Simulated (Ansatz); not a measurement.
```yaml
crystal:
  periodic: [false, false, false]
  atoms:
    - {symbol: C, position_ang: [0.052304, 3.004455, 4.082061]}
    - {symbol: N, position_ang: [0.490951, 4.043506, 1.609255]}
    - {symbol: C, position_ang: [0.100491, 6.745137, 1.504841]}
    - {symbol: Zr, position_ang: [1.539466, 2.534824, -1.740141]}
    - {symbol: F, position_ang: [4.812548, 3.861757, -2.601380]}
    - {symbol: F, position_ang: [-0.964346, 3.521625, -4.207561]}
    - {symbol: N, position_ang: [1.837345, -1.248990, -1.235266]}
    - {symbol: C, position_ang: [-0.111291, -3.204648, -1.178836]}
    - {symbol: C, position_ang: [-2.683069, -1.903839, -1.199577]}
    - {symbol: C, position_ang: [0.164436, -4.773038, 1.227408]}
    - {symbol: C, position_ang: [0.130275, -4.915819, -3.490574]}
    - {symbol: H, position_ang: [1.307892, 3.857631, 5.501393]}
    - {symbol: H, position_ang: [0.394653, 0.970969, 4.079549]}
    - {symbol: H, position_ang: [-1.901198, 3.331132, 4.715019]}
    - {symbol: H, position_ang: [-1.847824, 7.263679, 2.004178]}
    - {symbol: H, position_ang: [1.384442, 7.761889, 2.781639]}
    - {symbol: H, position_ang: [0.441536, 7.483484, -0.405518]}
    - {symbol: H, position_ang: [3.584971, -2.035722, -1.122373]}
    - {symbol: H, position_ang: [-2.950721, -0.792567, -2.923184]}
    - {symbol: H, position_ang: [-2.892336, -0.653273, 0.436033]}
    - {symbol: H, position_ang: [-4.207152, -3.291458, -1.118802]}
    - {symbol: H, position_ang: [-1.273708, -6.253166, 1.318062]}
    - {symbol: H, position_ang: [-0.023029, -3.577601, 2.899237]}
    - {symbol: H, position_ang: [2.017991, -5.684774, 1.294812]}
    - {symbol: H, position_ang: [-0.077547, -3.817588, -5.225519]}
    - {symbol: H, position_ang: [1.982880, -5.830430, -3.527908]}
    - {symbol: H, position_ang: [-1.309958, -6.397156, -3.476830]}
basis:
  gaussian: {orbitals: def2-TZVP}
hamiltonian: {xc: {name: BHLYP}, dispersion: d3bj}
scf: {lower_state_search: light}
output: {forces: true}
```

```sh
$ ansatz run in.yaml --threads 11 --pin off --events-out ev --progress --plain --max-ram 110592MiB --backend cuda --devices 0, --max-vram 75GiB
```

It prints (some lines left out):

```
Functional definition: BHLYP
3152 factors; their error is unknown
mean field evaluation 1: about -16007.2608 eV, gradient 1.3e2 eV
mean field evaluation 2: about -14515.5218 eV, gradient 5.1e2 eV
mean field evaluation 4: about -14824.8771 eV, gradient 3.2e2 eV
mean field evaluation 8: about -16061.6679 eV, gradient 1.5e1 eV
mean field evaluation 16: about -16064.1257 eV, gradient 1.6e0 eV
mean field evaluation 32: about -16064.2922 eV, gradient 4.0e-5 eV
mean field -16064.29218871 eV, -590.3518491667 hartree, gradient 6.7e-6 eV, S^2 0.000000; 6 other end points of the search recorded, 0 dependent functions left out
reference -16064.29268407 eV, -590.3518673709 hartree; 48, 48 occupied and 398, 398 virtual orbitals, 3152 factors
Total energy: -16064.93376108 eV, -590.3754265163 hartree
Atom 0 at     0.052304     3.004455     4.082061 Å, force    -0.330241    -1.035243     2.177120 eV/Å
Atom 1 at     0.490951     4.043506     1.609255 Å, force    -0.327923     0.948344     0.744142 eV/Å
Atom 2 at     0.100491     6.745137     1.504841 Å, force    -0.300442     2.430199    -0.353753 eV/Å
Atom 3 at     1.539466     2.534824    -1.740141 Å, force     0.363108     1.312048    -1.502585 eV/Å
Atom 4 at     4.812548     3.861757    -2.601380 Å, force    -1.777880    -0.858503     0.645959 eV/Å
Atom 5 at    -0.964346     3.521625    -4.207561 Å, force     1.256649    -0.649183     1.471397 eV/Å
Atom 6 at     1.837345    -1.248990    -1.235266 Å, force     3.340410    -1.757321     0.221215 eV/Å
Atom 7 at    -0.111291    -3.204648    -1.178836 Å, force    -0.860202    -0.958156    -0.065198 eV/Å
Atom 8 at    -2.683069    -1.903839    -1.199577 Å, force    -1.835341     1.014067    -0.114704 eV/Å
Atom 9 at     0.164436    -4.773038     1.227408 Å, force     0.395460    -1.014686     1.649482 eV/Å
Atom 10 at     0.130275    -4.915819    -3.490574 Å, force     0.328085    -1.020960    -1.576957 eV/Å
Atom 11 at     1.307892     3.857631     5.501393 Å, force    -1.874245    -1.229187    -2.272146 eV/Å
Atom 12 at     0.394653     0.970969     4.079549 Å, force    -0.506326     3.034164    -0.078732 eV/Å
Atom 13 at    -1.901198     3.331132     4.715019 Å, force     2.939498    -0.432118    -1.078588 eV/Å
Atom 14 at    -1.847824     7.263679     2.004178 Å, force     3.034205    -1.001238    -0.735654 eV/Å
Atom 15 at     1.384442     7.761889     2.781639 Å, force    -1.966212    -1.774027    -1.943445 eV/Å
Atom 16 at     0.441536     7.483484    -0.405518 Å, force    -0.502630    -1.288984     2.946042 eV/Å
Atom 17 at     3.584971    -2.035722    -1.122373 Å, force    -3.871592     1.753768    -0.250575 eV/Å
Atom 18 at    -2.950721    -0.792567    -2.923184 Å, force     0.435357    -1.780388     2.802708 eV/Å
Atom 19 at    -2.892336    -0.653273     0.436033 Å, force     0.345478    -1.971797    -2.575494 eV/Å
Atom 20 at    -4.207152    -3.291458    -1.118802 Å, force     2.504356     2.210554    -0.121509 eV/Å
Atom 21 at    -1.273708    -6.253166     1.318062 Å, force     2.298605     2.389859    -0.174241 eV/Å
Atom 22 at    -0.023029    -3.577601     2.899237 Å, force     0.298530    -1.907717    -2.670546 eV/Å
Atom 23 at     2.017991    -5.684774     1.294812 Å, force    -3.010747     1.466730    -0.088964 eV/Å
Atom 24 at    -0.077547    -3.817588    -5.225519 Å, force     0.333318    -1.803862     2.855396 eV/Å
Atom 25 at     1.982880    -5.830430    -3.527908 Å, force    -3.029028     1.495188     0.067271 eV/Å
Atom 26 at    -1.309958    -6.397156    -3.476830 Å, force     2.319749     2.428448     0.022358 eV/Å
Dipole moment:    -0.462617    -1.407501     2.541708 e Å
```

Task: Something in this input is off. What?

Result: The coordinates are in bohr but typed as ångström. Self-consistency was reached. The result belongs to that input, not to the molecule as meant.
